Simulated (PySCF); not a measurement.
## B²⁺ (boron, charge +2): UHF calculation

Configuration: [He] 2p1, 2P determinant (an excited configuration). Computed with PySCF 2.14 in dyall-av3z (15s9p3d2f, 71 functions), with the non-relativistic Hamiltonian (point nucleus).

```
Total energy                                                  : -23.153857 hartree
One-electron energy                                           : -27.5958 hartree
Hartree (Coulomb) energy                                      : 7.6724 hartree
Exchange energy                                               : -3.2304 hartree
Kinetic energy                                                : 23.15371 hartree
⟨S²⟩                                                          : 0.7500
⟨L²⟩                                                          : 2.000
Sum of ⟨r⟩                                                    : 2.236 bohr
Sum of ⟨r²⟩                                                   : 3.324 bohr²
Traceless quadrupole moment −½Σ⟨3z² − r²⟩ along its main axis : -1.22 e·bohr²
Density at the nucleus (Gaussians lack the cusp)              : 68.5 bohr⁻³
Spin density at the nucleus                                   : -0.214 bohr⁻³
Langevin diamagnetic susceptibility                           : -2.63 ×10⁻⁶ cm³/mol
```

```tsv
shell	electrons	mean orbital energy (hartree)	rms radius, mean of both spins (bohr)
1s α	1	-8.78335	0.379
1s β	1	-8.76040	0.379
2p α	1	-1.16815	1.74
```

Spin-orbit constants ζ (cm⁻¹) from the X2C one-electron operator on these orbitals (non-relativistic here): bare nucleus, nucleus screened by l(l+1)(2l+1)/3 electrons, and screened by the Breit-Pauli mean field of the electrons.

```
shell   bare  screened nucleus  mean field
   2p  43.95             26.37       20.77
```

To first order the Landé constant is A = 20.77 cm⁻¹, so the lowest level has J = 1/2 and lies 0.00258 eV below the centre of the term.
